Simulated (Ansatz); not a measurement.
Sn₁₂GeH₂₀, an alloyed cluster cut from the lattice of tin (1 Ge, core) was relaxed with PBE-D4 (def2-SVP) in Ansatz in these states: charge +1 doublet, charge -1 doublet, neutral singlet. The geometries follow in no particular order.

In the def2 sets Sn takes a core potential; there is no spin–orbit coupling. Single mean-field runs in def2-SVP are fitted with def2-universal-jkfit.

A:

| atom | x (Å) | y (Å) | z (Å) |
| --- | --- | --- | --- |
| Sn1 | -3.977 | 0.542 | 1.387 |
| Sn2 | 4.241 | 0.805 | 1.392 |
| Sn3 | -0.140 | 2.992 | 0.329 |
| Sn4 | 0.153 | -1.157 | 2.280 |
| Sn5 | -2.142 | -2.909 | -1.018 |
| Sn6 | 1.244 | -0.667 | -2.020 |
| Sn7 | -2.705 | 1.083 | -3.116 |
| Sn8 | 2.794 | -0.744 | 3.232 |
| Sn9 | -1.353 | 1.225 | 2.161 |
| Sn10 | -3.797 | -0.630 | -1.167 |
| Sn11 | 4.032 | -0.215 | -1.224 |
| Sn12 | -0.106 | 1.798 | -2.225 |
| Ge13 | 0.345 | -2.232 | -0.117 |
| H14 | -4.985 | 1.944 | 1.308 |
| H15 | -4.638 | -0.613 | 2.492 |
| H16 | 5.944 | 0.716 | 1.706 |
| H17 | 3.729 | 2.454 | 1.339 |
| H18 | -1.012 | 4.485 | 0.248 |
| H19 | 1.495 | 3.310 | 0.811 |
| H20 | -0.604 | -2.355 | 3.288 |
| H21 | -2.594 | -4.082 | 0.179 |
| H22 | -1.858 | -3.700 | -2.534 |
| H23 | 1.366 | -1.556 | -3.510 |
| H24 | -3.624 | 2.542 | -3.264 |
| H25 | -2.585 | 0.285 | -4.646 |
| H26 | 2.711 | 0.076 | 4.753 |
| H27 | 3.581 | -2.273 | 3.414 |
| H28 | -1.329 | 1.935 | 3.746 |
| H29 | -5.311 | -1.267 | -1.742 |
| H30 | 4.537 | 0.831 | -2.513 |
| H31 | 4.720 | -1.788 | -1.457 |
| H32 | 0.737 | 2.750 | -3.407 |
| H33 | 1.131 | -3.585 | -0.105 |

B:

Cartesian coordinates in Å:
```
Sn 2.290 3.480 0.407
Sn -4.042 -1.278 -1.565
Sn -1.733 1.773 1.696
Sn 0.041 0.682 -2.440
Sn 3.691 -0.775 -0.553
Sn -0.157 -2.450 0.626
Sn 2.081 0.191 3.624
Sn -2.430 -0.105 -3.545
Sn -0.262 2.714 -0.512
Sn 3.567 1.198 1.454
Sn -2.636 -3.380 -0.341
Sn -0.470 -0.544 2.678
Ge 1.251 -1.403 -1.353
H 2.155 4.716 1.621
H 3.228 4.137 -0.899
H -5.545 -1.839 -2.235
H -4.420 -0.082 -0.365
H -1.746 2.989 2.939
H -3.385 1.456 1.265
H 1.076 1.287 -3.707
H 4.612 -0.198 -1.908
H 4.483 -2.199 0.052
H 0.757 -3.791 1.266
H 1.946 1.386 4.879
H 2.889 -1.187 4.306
H -3.229 1.258 -4.267
H -2.149 -1.268 -4.805
H -1.078 4.074 -1.234
H 5.180 1.603 1.973
H -3.565 -4.076 0.952
H -2.359 -4.633 -1.512
H -1.417 -1.237 3.967
H 1.375 -2.499 -2.465
```

C:

| atom | x (Å) | y (Å) | z (Å) |
| --- | --- | --- | --- |
| Sn1 | 2.667 | -0.601 | -2.882 |
| Sn2 | -2.574 | 3.452 | 1.506 |
| Sn3 | 2.063 | 1.924 | 0.631 |
| Sn4 | -1.819 | 0.720 | -1.899 |
| Sn5 | -0.082 | -3.926 | -1.288 |
| Sn6 | -1.173 | -1.160 | 1.838 |
| Sn7 | 3.254 | -2.329 | 1.342 |
| Sn8 | -3.122 | 3.321 | -1.273 |
| Sn9 | 0.950 | 1.438 | -1.920 |
| Sn10 | 2.570 | -2.956 | -1.322 |
| Sn11 | -2.863 | 0.926 | 2.741 |
| Sn12 | 1.492 | -0.317 | 2.242 |
| Ge13 | -1.616 | -1.782 | -0.716 |
| H14 | 4.331 | -0.067 | -2.991 |
| H15 | 2.254 | -1.051 | -4.520 |
| H16 | -3.570 | 4.553 | 2.437 |
| H17 | -0.943 | 3.965 | 1.848 |
| H18 | 3.800 | 2.103 | 0.544 |
| H19 | 1.487 | 3.385 | 1.386 |
| H20 | -1.984 | 0.453 | -3.647 |
| H21 | -0.429 | -4.516 | -2.900 |
| H22 | -0.147 | -5.370 | -0.281 |
| H23 | -1.420 | -2.507 | 2.936 |
| H24 | 4.920 | -1.823 | 1.481 |
| H25 | 3.139 | -3.762 | 2.335 |
| H26 | -2.956 | 4.977 | -1.890 |
| H27 | -4.870 | 3.094 | -1.261 |
| H28 | 1.367 | 2.844 | -2.885 |
| H29 | 3.736 | -4.113 | -1.936 |
| H30 | -2.676 | 1.078 | 4.477 |
| H31 | -4.520 | 0.402 | 2.546 |
| H32 | 1.815 | 0.011 | 3.930 |
| H33 | -3.084 | -2.366 | -0.609 |

Q: Judge from the bond lengths which geometry belongs to which state (an estimate).

A: A is the charge +1 doublet (Sn4–Sn8 2.837 Å, Sn4–Ge13 2.635 Å, Sn6–Sn11 2.935 Å); B is the neutral singlet (Sn4–Sn8 2.819 Å, Sn4–Ge13 2.644 Å, Sn6–Sn11 2.819 Å); C is the charge -1 doublet (Sn4–Sn8 2.976 Å, Sn4–Ge13 2.775 Å, Sn6–Sn11 2.832 Å).
